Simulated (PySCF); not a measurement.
Zn(SeH)2 (H2Se2Zn), SMILES [SeH][Zn][SeH].

Geometry optimised at B3LYP-D3(BJ)/def2-SVP. One conformer was computed; it need not be the lowest.

Calculation: PBE/def2-TZVPD (PySCF).

Gas-phase values at a fixed geometry.

```json
{
 "total_energy": "-6582.79530 hartree",
 "point_group": "C2",
 "highest_occupied_level": "-6.08 eV",
 "lowest_empty_level": "-2.11 eV",
 "orbital_gap": "3.97 eV",
 "dipole_moment": "0.56 D",
 "quadrupole, principal values (traceless, Buckingham form, about the centre of nuclear charge)": "-7.28, 3.26, 4.02 D·Å",
 "mean_static_polarisability": "94.1 bohr³ (13.95 Å³)",
 "polarisability_principal_values": "72.0, 72.0, 138.2 bohr³"
}
```
